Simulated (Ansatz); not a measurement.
# A saddle search, step by step

SiNH3BrCl, singlet, PBE0-D4/def2-SVP (Ansatz 0.2.0). Settings; a guess of the unstable mode was typed too, and convergence needs a confirmed negative curvature besides the force tolerance:

```yaml
hamiltonian: {xc: pbe0, dispersion: d4}
saddle:
  f_tol: 0.02
  max_steps: 40
```

Start:

```
7
angstrom
Si -0.8146 -0.5032 0.3198
Br 1.8158 0.4841 -1.9371
N 0.4527 0.5879 0.5868
H 1.0665 0.5574 -0.2042
H -2.3298 -0.3523 0.7201
Cl -0.6082 -2.1970 -0.7573
H 0.2748 1.4191 1.1911
```

```csv
step,energy less the last (meV),largest force component (eV/Å)
1,532.8,4.864
2,101.8,1.470
3,28.9,0.337
4,15.0,0.242
5,6.0,0.153
6,11.8,0.477
7,4.0,0.058
8,3.2,0.034
9,1.5,0.083
10,1.4,0.228
11,0.2,0.049
12,0.1,0.016
13,0.0,0.007
14,0.0,0.001
```

Step 2, positions (Å) and forces (eV/Å):

```
atom       x       y       z      Fx      Fy      Fz
 Si1  -0.856  -0.526   0.306   0.261   0.751   0.042
 Br2   1.868   0.497  -1.938  -0.073   0.013  -0.014
  N3   0.371   0.551   0.605  -1.470  -0.842   0.409
  H4   1.105   0.602  -0.204   0.758  -0.088  -0.689
  H5  -2.280  -0.331   0.780   0.651  -0.108  -0.144
 Cl6  -0.622  -2.206  -0.769   0.014   0.295   0.279
  H7   0.271   1.410   1.139  -0.141  -0.022   0.116
```

Step 4, positions (Å) and forces (eV/Å):

| atom | x | y | z | Fx | Fy | Fz |
| --- | --- | --- | --- | --- | --- | --- |
| Si1 | -0.865 | -0.494 | 0.286 | 0.043 | 0.010 | -0.082 |
| Br2 | 1.858 | 0.499 | -1.941 | -0.072 | 0.010 | 0.157 |
| N3 | 0.345 | 0.540 | 0.603 | -0.034 | -0.025 | 0.099 |
| H4 | 1.147 | 0.574 | -0.226 | 0.113 | 0.001 | -0.242 |
| H5 | -2.239 | -0.326 | 0.786 | -0.081 | -0.001 | 0.023 |
| Cl6 | -0.612 | -2.182 | -0.745 | 0.014 | -0.004 | 0.031 |
| H7 | 0.224 | 1.386 | 1.155 | 0.017 | 0.008 | 0.015 |

Step 5, positions (Å) and forces (eV/Å):

```json
{"atom": "Si1", "x": "-0.859", "y": "-0.477", "z": "0.270", "Fx": "-0.095", "Fy": "0.004", "Fz": "0.063"}
{"atom": "Br2", "x": "1.807", "y": "0.492", "z": "-1.929", "Fx": "0.007", "Fy": "0.019", "Fz": "0.017"}
{"atom": "N3", "x": "0.354", "y": "0.537", "z": "0.621", "Fx": "0.039", "Fy": "0.153", "Fz": "0.152"}
{"atom": "H4", "x": "1.156", "y": "0.570", "z": "-0.258", "Fx": "0.017", "Fy": "0.043", "Fz": "-0.042"}
{"atom": "H5", "x": "-2.246", "y": "-0.317", "z": "0.743", "Fx": "-0.033", "Fy": "0.010", "Fz": "-0.014"}
{"atom": "Cl6", "x": "-0.588", "y": "-2.185", "z": "-0.720", "Fx": "0.015", "Fy": "-0.084", "Fz": "-0.041"}
{"atom": "H7", "x": "0.233", "y": "1.376", "z": "1.191", "Fx": "0.051", "Fy": "-0.144", "Fz": "-0.135"}
```

Last step (14):

| atom | x (Å) | y (Å) | z (Å) |
| --- | --- | --- | --- |
| Si1 | -0.8604 | -0.4829 | 0.2817 |
| Br2 | 1.7469 | 0.5916 | -1.9387 |
| N3 | 0.3864 | 0.4850 | 0.6544 |
| H4 | 1.1648 | 0.5477 | -0.2642 |
| H5 | -2.2743 | -0.2587 | 0.6426 |
| Cl6 | -0.5772 | -2.2372 | -0.6342 |
| H7 | 0.2712 | 1.3507 | 1.1775 |

The run took about 89 s on 4 CPU threads of an Arm Neoverse V2 (shared host).
